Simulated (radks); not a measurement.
The numbers below are computed, except where a source is named.
Q: The mean radii <r> (bohr) of the occupied orbitals of an atom or ion are listed with their occupations. Code: a radial shooting solver on a logarithmic mesh with Libxc functionals. Model: scalar-relativistic Kohn-Sham, PBE, spin-polarised, spherical densities, finite nucleus; Fermi nuclear charge, rms radius of each element as measured or else 0.836 A^(1/3) + 0.57 fm.

orbital  occ.      <r>
1s up       1  0.02409
1s down     1  0.02409
2s up       1   0.1022
2s down     1   0.1021
2p up       3  0.08965
2p down     3  0.08961
3s up       1   0.2524
3s down     1   0.2526
3p up       3   0.2464
3p down     3   0.2466
3d up       1   0.2183

Name the element and its charge. Open shells, if any, are filled with parallel spins first.

A: Z = 59, praseodymium, charge +40: Pr40+ in [Ar] 3d1. The 1s radius gives Z: for a bare nucleus <r> = (2 gamma + 1)/(2Z) with gamma = sqrt(1 - (Z/c)^2), 0.02377 bohr for Z = 59, and screening makes it slightly larger (0.02409 here). The occupations add up to 19, and the charge is Z minus that.
